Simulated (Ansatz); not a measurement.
**1,2-elimination**

Start structure (BNH$_{3}$OF, singlet), relaxed at PBE0-D4/def2-TZVP:

```
7
angstrom
B -0.4219 0.2555 0.2887
N 0.6113 -0.6897 0.1607
O -0.8011 1.1540 -0.6640
H -0.2987 1.1085 -1.4777
F -1.1060 0.2947 1.4367
H 1.1841 -0.8026 -0.6543
H 0.8323 -1.3204 0.9099
```

The step: BNH₃OF ([NH2][B]([OH])[F]) → BOF + NH₃ (still joined by a long B–N bond); bonds formed: N2–H4; bonds broken: O3–H4; bonds weakened to dative contacts: B1–N2. Computed with Ansatz 0.2.0 (basis: def2-TZVPP and def2-QZVPP); correlated methods freeze the cores. Extrapolation: Hartree–Fock as exp(−7.88 √X), correlation as X^−2.97. Energies below are by CCSD(T) at an estimated basis limit (MP2 extrapolated from triple and quadruple zeta, plus CCSD(T) − MP2 in triple zeta).

(1) What are the electronic barrier and the energy of the step, from the start structure to the end structure? (An estimate is asked for; the value comes from the calculation.)

No T1 diagnostic of these runs exceeds 0.014.

## Answers

(1) The calculation gives: Barrier 212.2 kJ/mol; step energy 131.4 kJ/mol (uphill); reverse barrier, their difference, 80.7 kJ/mol. Barrier and step energy count from the start structure, the reverse barrier from the end structure.

The saddle point: One imaginary mode of 1542i cm⁻¹.
| pair | start (Å) | saddle (Å) | end (Å) |
| --- | --- | --- | --- |
| N2–H4 | 2.60 | 1.24 | 1.02 |
| B1–N2 | 1.41 | 1.57 | 1.66 |
| O3–H4 | 0.96 | 1.35 | 2.50 |

Zero-point energy (harmonic, PBE0-D4): ZPE is 128.2 kJ/mol at the start and 117.3 kJ/mol at the saddle, so the barrier goes from 212.2 to 201.3 kJ/mol.

First-order rate constant out of the start structure at 298 K by transition-state theory, with harmonic vibrational free energies alone and no tunnelling: ΔA‡ = 201.9 kJ/mol, so k = (kB T/h) exp(−ΔA‡/kB T) ≈ 10^-23 s⁻¹ (an order of magnitude at best: rotation, the number of equivalent paths and anharmonicity are left out).

Labels in which every atom is bracketed show which atoms are joined, not bond orders.

For scale, one of the runs: CCSD(T)/def2-TZVPP, 166 basis functions, launched by `ansatz run in.yaml --threads 2 --pin off --events-out ev --progress --plain --max-ram 4352MiB`. Hardware: 2 CPU threads of an Intel Xeon 6975P-C, shared host. Wall time 21 s; peak host memory 1.6 GiB.
